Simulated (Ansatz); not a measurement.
Cost and result for the atomization energy of C$_{2}$H$_{7}$BFNSi (`B[SiH](F)CC=N`) (13 atoms, 12 bonds).

```xyz
13

B    -2.3652    1.1257   -0.5663
Si   -0.8371    0.4134    0.5181
F    -1.3074   -0.6857    1.5983
C     0.4533   -0.4048   -0.5873
C     1.6106   -0.9148    0.1959
N     2.7089   -0.2884    0.2362
H    -2.1404    1.9391   -1.4152
H    -3.5000    0.7851   -0.4134
H    -0.1968    1.5184    1.2841
H    -0.0338   -1.2208   -1.1314
H     0.7969    0.3469   -1.3042
H     1.4332   -1.8469    0.7482
H     3.3778   -0.7671    0.8370
```

Charge 0, multiplicity 1. Geometry: relaxed with PBE0-D4/def2-TZVP. It is one conformer, not always the lowest. Program: Ansatz. All runs use 4 threads of an Arm Neoverse V2 on a shared host. Times are those of one run each, without the atoms' runs, and a repeat can differ threefold. Electronic energies, without spin–orbit coupling; frozen cores. CCSD(T)/CBS adds CCSD(T) − MP2 in def2-TZVPP to the MP2 limit, and its time is that of the two runs behind it. T1 = 0.012. B3LYP takes the VWN-RPA correlation (the form of Gaussian; ORCA's B3LYP/G).

CCSD(T)/CBS is a level of theory with its own doubt, some kJ/mol a heavy atom from the limit and from the frozen cores, so smaller differences don't rank the functionals.

```tsv
level	functions	wall time
PBE-D4/def2-TZVPP (with forces)	295	2.9 s
PBE0-D4/def2-TZVPP	295	3.3 s
r2SCAN-D4/def2-TZVPP (with forces)	295	5.5 s
B3LYP-D4/def2-TZVPP (with forces)	295	6 s
B2PLYP/def2-TZVPP	295	7 s
ωB97X-V/def2-TZVPP	295	8.5 s
ωB97M-V/def2-TZVPP (with forces)	295	14 s
MP2/def2-QZVPP	565	27 s
CCSD(T)/def2-TZVPP	295	13 min
CCSD(T)/CBS(def2)	–	13 min
```

What atomization energy does each give, and how far from CCSD(T)/CBS? (An estimate is asked.)

The calculation gave: 
```
                             level  atomization (kcal/mol)  difference from CCSD(T)/CBS  per bond
   PBE-D4/def2-TZVPP (with forces)                  1195.2                         25.6       2.1
                PBE0-D4/def2-TZVPP                  1174.1                          4.5       0.4
r2SCAN-D4/def2-TZVPP (with forces)                  1173.9                          4.3       0.4
 B3LYP-D4/def2-TZVPP (with forces)                  1175.0                          5.4       0.4
                 B2PLYP/def2-TZVPP                  1161.4                         -8.2      -0.7
                ωB97X-V/def2-TZVPP                  1176.8                          7.2       0.6
  ωB97M-V/def2-TZVPP (with forces)                  1175.8                          6.2       0.5
                    MP2/def2-QZVPP                  1176.5                          6.9       0.6
                CCSD(T)/def2-TZVPP                  1138.9                        -30.7      -2.6
                 CCSD(T)/CBS(def2)                  1169.6                          0.0       0.0
```

In def2-TZVPP, CCSD(T) changes the Hartree–Fock value by +276.7 kcal/mol (the triples alone add +16.8 kcal/mol) and MP2 by +296.0 kcal/mol; breaking electron pairs costs correlation energy, which Hartree–Fock lacks. From PBE to PBE0 (25 % exact exchange), in def2-TZVPP and without D4, the atomization energy moves by −20.2 kcal/mol: exact exchange takes away binding that semilocal exchange gives to molecules. The D4 term adds +10.0 kcal/mol with B3LYP and +5.3 kcal/mol with PBE0; it sums over pairs of atoms, weighted by their polarisabilities, and B3LYP, whose exchange is more repulsive, gets the larger term.
